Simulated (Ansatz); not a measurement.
A structure relaxed at r2SCAN-D4/def2-SVPD in Ansatz, charge -1, doublet:

Cartesian coordinates in Å:
```
Au -1.6019 -0.7337 0.8062
Au -0.3553 1.9047 0.0261
Si -0.4481 -0.1863 -1.3464
Si 0.7503 0.0056 1.2165
Si 1.6550 -0.9904 -0.7025
```

(1) Give its formula and point group.

(2) Summarise the bond lengths by kind (pairs closer than 1.2 times the sum of covalent radii, bridged metal pairs left out).

Results:

(1) Si3Au2⁻. Point group C2v (tolerance 0.1 Å).

(2) 4 × Au–Si 2.50 Å; 2 × Si–Si 2.34 Å; 1 × Au–Au 3.02 Å.

In the def2 sets Au takes a core potential; there is no spin–orbit coupling. Another isomer (doublet) lies 0.17 eV lower at PBE0-D4/def2-TZVPD; other spin states weren't run for this one.
